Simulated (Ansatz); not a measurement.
The same path of CH$_{6}$BFSi$_{2}$ (11 atoms, charge 0, multiplicity 1) was run 3 times with different band settings. The coordinate that changes most is the dihedral Si2–B4–Si5–H11.

All numbers below come from Ansatz, RKS PBE-D4/def2-SVP.

Relaxed end points:

```xyz
11
Properties=species:S:1:pos:R:3
F -2.432 1.381 -0.378
Si -0.838 1.356 -0.768
C 0.286 -0.308 -1.393
B 0.410 0.163 0.015
Si 0.631 -0.773 1.764
H -0.720 2.222 -1.985
H 0.315 0.316 -2.315
H 0.303 -1.379 -1.677
H 0.968 -2.235 1.602
H 1.752 -0.129 2.543
H -0.612 -0.670 2.612
```

```xyz
11
Properties=species:S:1:pos:R:3
F -0.856 2.686 0.133
Si -0.013 1.599 -0.762
C -0.602 -0.357 -1.273
B 0.382 -0.158 -0.172
Si 0.686 -1.070 1.577
H 0.077 2.205 -2.129
H -0.593 0.120 -2.280
H -1.386 -1.140 -1.247
H 2.158 -1.352 1.757
H 0.257 -0.204 2.735
H -0.045 -2.386 1.682
```

Common settings: spring 5.0 eV/Å²; optimiser quadratic models (default); force threshold 0.05 eV/Å; end points relaxed.

| run | movable images | climbing image | start path | iteration limit |
| --- | --- | --- | --- | --- |
| 1 | 7 | yes | IDPP | 34 |
| 2 | 8 | no | IDPP | 31 |
| 3 | 7 | yes | straight line | 49 |

(1) What does each run give, and how far can it be trusted?

## Answers

(1) Run 1: converged after 3 iterations, highest image 0.025 eV above the first end. A vibrational analysis at the climbing image gives one clearly imaginary mode, 79i cm⁻¹: a first-order saddle point.
Run 2: converged after 4 iterations, highest image 0.025 eV above the first end. No image climbed, so the highest image needn't sit at the top of the path.
Run 3: converged after 6 iterations, highest image 0.025 eV above the first end. Another band between the same ends (7 images) ends at a top of the same energy, where a vibrational analysis finds 1 clearly imaginary mode.
